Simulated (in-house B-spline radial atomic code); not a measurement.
Binding energies in Au XVI (Au15+)

NIST's tabulated ground configuration is [Kr] 4d10 4f14 5s2 5p2; each binding energy is the energy of the ion with one electron taken from that subshell, relaxed, less that of the parent. All numbers are computed (Dirac-Hartree-Fock, average of configuration; Fermi nucleus of rms radius 5.4371 fm) with a B-spline radial code for spherical atoms, not measured. Energies include first-order Breit, QED and recoil terms.

| subshell | X-ray name | binding energy (eV) | -ε (eV) | relaxation (eV) |
| --- | --- | --- | --- | --- |
| 1s | K | 81059.1 | 81578.1 | 83.8 |
| 2s | L1 | 14696.8 | 14799.5 | 47.2 |
| 3s | M1 | 3762.3 | 3797.3 | 23.6 |
| 3d3/2 | M4 | 2621.7 | 2651.6 | 25.7 |
| 3d5/2 | M5 | 2536.1 | 2563.9 | 25.0 |
| 4s | N1 | 1090.1 | 1099.5 | 6.6 |
| 4d3/2 | N4 | 676.5 | 682.7 | 5.6 |
| 4d5/2 | N5 | 658.1 | 663.7 | 5.2 |
| 4f5/2 | N6 | 404.9 | 410.0 | 5.2 |
| 4f7/2 | N7 | 401.1 | 406.0 | 5.0 |
| 5s | O1 | 400.4 | 401.6 | 0.6 |
| 5p | O2,3 | 345.3 | 346.1 | 0.4 |

Relaxation = -ε minus the binding energy without Breit, QED and recoil terms.

Emission lines follow as differences of binding energies, with λ = 12398.42 eV·Å / E:

```json
{"line": "M5-N7", "holes": "3d5/2 → 4f7/2", "energy (eV)": "2135.0", "wavelength (Å)": "5.8072"}
{"line": "M4-N6", "holes": "3d3/2 → 4f5/2", "energy (eV)": "2216.8", "wavelength (Å)": "5.5929"}
```

Task: What does it cost to remove both a 2s and a 4d5/2 electron?

Result: 15407 eV, which is 52.25 eV more than the two single binding energies together.

Task: What does it cost to remove two 1s electrons?

Result: 163680 eV, which is 1562 eV more than the two single binding energies together.
